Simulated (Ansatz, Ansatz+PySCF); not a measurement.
```json
{"atom": "C", "x (Å)": "0.0037", "y (Å)": "0.6302", "z (Å)": "-1.2262"}
{"atom": "C", "x (Å)": "0.0060", "y (Å)": "-0.6233", "z (Å)": "-1.2420"}
{"atom": "C", "x (Å)": "0.0073", "y (Å)": "1.4651", "z (Å)": "-0.1403"}
{"atom": "C", "x (Å)": "-0.0065", "y (Å)": "-1.4573", "z (Å)": "-0.1394"}
{"atom": "C", "x (Å)": "-0.0092", "y (Å)": "0.7002", "z (Å)": "1.0515"}
{"atom": "C", "x (Å)": "-0.0090", "y (Å)": "-0.7068", "z (Å)": "1.0534"}
{"atom": "H", "x (Å)": "0.0080", "y (Å)": "2.5569", "z (Å)": "-0.1358"}
{"atom": "H", "x (Å)": "0.0073", "y (Å)": "-2.5476", "z (Å)": "-0.1306"}
{"atom": "H", "x (Å)": "-0.0092", "y (Å)": "1.2277", "z (Å)": "2.0169"}
{"atom": "H", "x (Å)": "0.0037", "y (Å)": "-1.2209", "z (Å)": "2.0165"}
```

Basis set: def2-SVP (spherical functions). Correlated methods keep 6 orbitals frozen. Charge 0, multiplicity 1.

Computed with Ansatz (development build ahead of 0.2.0); each method stands on the lowest determinant of its kind that the runs found. Restricted open shells among the atoms or ions are ROHF, correlated in semicanonical orbitals with singles.

The atomization energy at this shape (free ground-state atoms in the same class of orbitals less the molecule, no zero-point energy) of singlet C6H4:

```tsv
method	atomization energy
RHF-MP2	1152.94 kcal/mol
UHF-MP2	1106.00 kcal/mol
RHF	860.88 kcal/mol
```

Task: What does UHF give?

Result: 867.92 kcal/mol. Caution for RHF-MP2, RHF: an unrestricted determinant lies well below. Caution for UHF-MP2: a plain start can end on a higher determinant; another reference gives a lower total. Caution for UHF-MP2, UHF: the unrestricted determinant is a mixture of spin states.
